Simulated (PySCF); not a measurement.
Pb(Br)(OH) (BrHOPb), SMILES [OH][Pb][Br] (connectivity only; charge and spin as stated), neutral, multiplicity 1.

Coordinates come from a B3LYP-D3(BJ)/def2-TZVP optimisation. The def2 effective core potentials stand for the cores of Pb; spin–orbit coupling is left out. One conformer was computed; it need not be the lowest.

Calculation: TDDFT-B3LYP/def2-SVPD run with PySCF 2.14.0.

Vertical excitations. Isolated molecule, no solvent. State labels are in the subgroup Cs.

List the lowest excited states. (The exact figures need the calculation; the answer reports its results.)


| state | symmetry | energy (eV) | λ (nm) | f | main pairs |
|---|---|---|---|---|---|
| S1 | A" | 3.46 | 358 | 0.005 | HOMO→LUMO 99 % |
| S2 | A" | 3.84 | 323 | 0.010 | HOMO−2→LUMO 99 % |
| S3 | A' | 4.00 | 310 | 0.020 | HOMO−1→LUMO 94 % |
| S4 | A' | 4.84 | 256 | 0.006 | HOMO−3→LUMO 88 % |
| S5 | A" | 4.94 | 251 | 0.000 | HOMO−4→LUMO 99 % |
| S6 | A' | 5.16 | 240 | 0.025 | HOMO→LUMO+1 80 %, HOMO−2→LUMO+1 15 % |
| S7 | A" | 5.31 | 233 | 0.006 | HOMO−1→LUMO+1 99 % |
| S8 | A' | 5.66 | 219 | 0.102 | HOMO−2→LUMO+1 53 %, HOMO→LUMO+2 34 % |
| S9 | A" | 5.84 | 212 | 0.002 | HOMO−1→LUMO+2 93 % |
| S10 | A' | 5.97 | 208 | 0.186 | HOMO→LUMO+2 54 %, HOMO−2→LUMO+1 21 % |
| T1 | A" | 3.10 | 400 | 0 | HOMO→LUMO 79 %, HOMO−2→LUMO 20 % |
| T2 | A' | 3.47 | 357 | 0 | HOMO−1→LUMO 98 % |
| T3 | A" | 3.58 | 346 | 0 | HOMO−2→LUMO 79 %, HOMO→LUMO 21 % |
| T4 | A' | 3.98 | 311 | 0 | HOMO−3→LUMO 97 % |
Triplets are in the Tamm–Dancoff approximation, which puts them higher than full response would, so one can lie above its singlet here.
